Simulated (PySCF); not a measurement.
## Tl (thallium, neutral) across methods

[Xe] 4f14 5d10 6s2 6p1, 2P determinant. Calculation: PySCF 2.14, in aug-cc-pwCVDZ-PP with ECP60MDF (6s5p4d1f, 48 functions); scalar relativity through the core potential. The B2PLYP total includes its PT2 part (frozen core); its orbital energies are those of the SCF part.

```json
{"method": "r2SCAN", "E (hartree)": "-172.5758", "mean ε 6s α (eV)": "-9.940", "mean ε 6s β (eV)": "-9.387", "mean ε 6p α (eV)": "-2.910", "Σ⟨r²⟩ (bohr²)": "62.46", "⟨S²⟩": "0.754"}
{"method": "PBE", "E (hartree)": "-172.5330", "mean ε 6s α (eV)": "-9.664", "mean ε 6s β (eV)": "-9.226", "mean ε 6p α (eV)": "-2.689", "Σ⟨r²⟩ (bohr²)": "63.42", "⟨S²⟩": "0.751"}
{"method": "PBEsol", "E (hartree)": "-172.3357", "mean ε 6s α (eV)": "-9.738", "mean ε 6s β (eV)": "-9.290", "mean ε 6p α (eV)": "-2.688", "Σ⟨r²⟩ (bohr²)": "63.11", "⟨S²⟩": "0.751"}
{"method": "UHF", "E (hartree)": "-171.51266", "mean ε 6s α (eV)": "-12.900", "mean ε 6s β (eV)": "-11.537", "mean ε 6p α (eV)": "-5.224", "Σ⟨r²⟩ (bohr²)": "63.81", "⟨S²⟩": "0.759"}
{"method": "r2SCANh", "E (hartree)": "-172.5524", "mean ε 6s α (eV)": "-10.339", "mean ε 6s β (eV)": "-9.719", "mean ε 6p α (eV)": "-3.186", "Σ⟨r²⟩ (bohr²)": "62.40", "⟨S²⟩": "0.754"}
{"method": "LDA", "E (hartree)": "-172.2560", "mean ε 6s α (eV)": "-9.964", "mean ε 6s β (eV)": "-9.588", "mean ε 6p α (eV)": "-2.760", "Σ⟨r²⟩ (bohr²)": "63.03", "⟨S²⟩": "0.751"}
{"method": "B2PLYP", "E (hartree)": "-172.1720", "mean ε 6s α (eV)": "-11.515", "mean ε 6s β (eV)": "-10.682", "mean ε 6p α (eV)": "-4.010", "Σ⟨r²⟩ (bohr²)": "63.34", "⟨S²⟩": "0.753"}
{"method": "MN15", "E (hartree)": "-172.1831", "mean ε 6s α (eV)": "-11.722", "mean ε 6s β (eV)": "-11.129", "mean ε 6p α (eV)": "-3.848", "Σ⟨r²⟩ (bohr²)": "62.69", "⟨S²⟩": "0.752"}
```

(1) Estimate the same row for PBE0.

Energies and moments cover only the electrons outside the core potential. Spin-orbit coupling, absent here, splits the open shell strongly.

Answers

(1) E (hartree) = -172.4963; mean ε 6s α (eV) = -10.691; mean ε 6s β (eV) = -10.032; mean ε 6p α (eV) = -3.427; Σ⟨r²⟩ (bohr²) = 62.89; ⟨S²⟩ = 0.752.
